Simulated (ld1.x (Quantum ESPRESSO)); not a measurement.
silicon (Si), ultrasoft: configuration errors across variants

ld1.x (Quantum ESPRESSO) 7.5 input, shortened:

```
&input
   title='Si', zed=14., rel=1, dft='PZ', iswitch=3,
   config='[Ne] 3s2 3p1'
 /
 &inputp
   pseudotype=3, tm=.true., lloc=-2, rcloc=1.45,
   nlcc=.true., new_core_ps=.true., rcore=1.45,
   which_augfun='PSQ', rmatch_augfun=1.20
 /
4
3S  1  0   2.00   0.00  1.25  1.60  0.0
3S  1  0   0.00   0.60  1.25  1.60  0.0
3P  2  1   1.00   0.00  1.30  1.60  0.0
3P  2  1   0.00   0.05  1.30  1.60  0.0
 &test
   configts(1)='3s2 3p1'
 /
```

All-electron excitation energies from the reference (eV): (1) 3s2 3p2 -7.829; (2) 3s2 3p0 16.114; (3) 3s1 3p0 50.259; (4) 3s1 3p3 -1.022; (5) 3s2 3p1.5 -4.864; (6) 3s0 3p4 5.950; (7) 3s2 3p2.3 -8.786; (8) 3s2 3p1 spin -0.205; (9) 3s2 3p2 spin -8.441.

Spin tests fill each open shell by Hund’s rule, majority spin first.

Errors AE − PS in meV (a dash: test not solved or not reliable):

| change | (1) | (2) | (3) | (4) | (5) | (6) | (7) | (8) | (9) | bound ghosts |
| --- | --- | --- | --- | --- | --- | --- | --- | --- | --- | --- |
| base | +0.6 | -1.0 | -24 | +1.6 | +0.3 | +1.6 | +0.8 | +2.6 | +7.1 | none |
| core correction none | +2.5 | +11 | +142 | +4.4 | +1.1 | +18 | +3.0 | +21 | +52 | none |
| core correction Bessel-smoothed model core inside 0.72 bohr | +0.4 | -2.5 | -43 | +1.3 | +0.2 | 0.0 | +0.5 | -0.7 | -1.1 | none |
| core correction Bessel-smoothed model core inside 0.86 bohr | +0.4 | -2.4 | -42 | +1.3 | +0.2 | +0.1 | +0.5 | -0.5 | -0.6 | none |
| core correction Bessel-smoothed model core inside 1.32 bohr | +0.6 | -1.5 | -31 | +1.5 | +0.3 | +0.8 | +0.7 | +1.4 | +4.2 | none |
| core correction Bessel-smoothed model core inside 1.52 bohr | +0.7 | -0.5 | -18 | +1.7 | +0.3 | +2.2 | +0.9 | +3.6 | +9.4 | none |
| core correction Bessel-smoothed model core inside 1.66 bohr | +0.9 | +0.6 | -1.5 | +1.9 | +0.4 | +4.1 | +1.0 | +5.8 | +15 | none |
| core correction Bessel-smoothed model core inside 1.88 bohr | +1.2 | +3.1 | +35 | +2.6 | +0.6 | +8.1 | +1.4 | +10 | +26 | none |

Q: Give the same row for: core correction Bessel-smoothed model core inside 1.14 bohr.

A: +0.5, -2.0, -37, +1.4, +0.2, +0.3, +0.6, +0.3, +1.4; bound ghosts: none.
